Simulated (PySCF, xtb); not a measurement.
C₃H₇NSi, SMILES C(=C[SiH3])=CN. Other conformers were not sampled.

Harmonic wavenumbers (cm⁻¹) from GFN2-xTB (xtb) at its own minimum, in rising order: 61, 94, 169, 231, 315, 372, 512, 532, 568, 686, 719, 769, 783, 797, 804, 858, 1004, 1111, 1184, 1229, 1415, 1522, 2055, 2220, 2235, 2286, 2969, 3027, 3406, 3456.

Q: What does PySCF with PBE-D3(BJ)/def2-SVP give at its own minimum? (Estimate from the structure and the level; the computed values follow.)

A: 77, 90, 175, 247, 330, 386, 546, 587, 615, 655, 733, 743, 852, 885, 905, 918, 965, 1116, 1170, 1237, 1426, 1570, 1998, 2142, 2145, 2180, 2998, 3072, 3453, 3557. Paired by order, the mean absolute difference is 42 cm⁻¹ and the zero-point energies are 53.5 and 54.0 kcal/mol.
